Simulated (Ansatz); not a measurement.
A search over several starts for the lowest SCF solution of Zn3F4⁺ at the given spin, in a small basis.

```yaml
crystal:
  periodic: [false, false, false]
  atoms:
    - {symbol: Zn, position_ang: [-0.564244, 0.040399, 1.621673]}
    - {symbol: Zn, position_ang: [-0.779831, -1.010101, -1.142555]}
    - {symbol: Zn, position_ang: [1.111709, 1.185938, -0.538502]}
    - {symbol: F, position_ang: [-0.922931, -1.578874, 0.673695]}
    - {symbol: F, position_ang: [0.908805, -0.315205, -1.700733]}
    - {symbol: F, position_ang: [1.151854, 0.829524, 1.336072]}
    - {symbol: F, position_ang: [-0.905362, 0.848319, -0.249659]}
basis:
  gaussian: {orbitals: def2-SVP, initial_orbitals: start.molden}
total_charge: 1
magnetization: {spin_polarized: true, initial_magnetization: 1}
hamiltonian: {xc: pbe, dispersion: d4}
output: {orbitals: {seedname: orbitals}}
```

The file start.molden holds the orbitals of an earlier run on this structure, at another level or in another basis.

```sh
$ ansatz run in.yaml --threads 4 --pin off --events-out ev --progress --plain --max-ram 8704MiB
```

It prints (some lines left out):

```
Functional definition: PBE
1666 factors; their error is unknown
mean field evaluation 1: about -156038.4985 eV, gradient 6.4e1 eV
mean field evaluation 2: about -156053.4015 eV, gradient 1.9e1 eV
mean field evaluation 4: about -156062.0181 eV, gradient 1.7e0 eV
mean field evaluation 8: about -156061.9874 eV, gradient 1.8e-3 eV
mean field evaluation 16: about -156062.0495 eV, gradient 2.8e0 eV
mean field evaluation 32: about -156060.6075 eV, gradient 5.2e0 eV
mean field -156061.98742970 eV, -5735.1722554269 hartree, gradient 1.5e-5 eV, S^2 0.751761; 2 other end points of the search recorded, 0 dependent functions left out
reference -156061.98749803 eV, -5735.1722579383 hartree; 63, 62 occupied and 86, 87 virtual orbitals, 1666 factors
Total energy: -156062.19229096 eV, -5735.1797839395 hartree
```

It took 11 s on 4 threads of AMD EPYC on a shared host.

Another isomer (doublet) lies 0.17 eV lower at PBE0-D4/def2-TZVP; other spin states weren't run for this one.
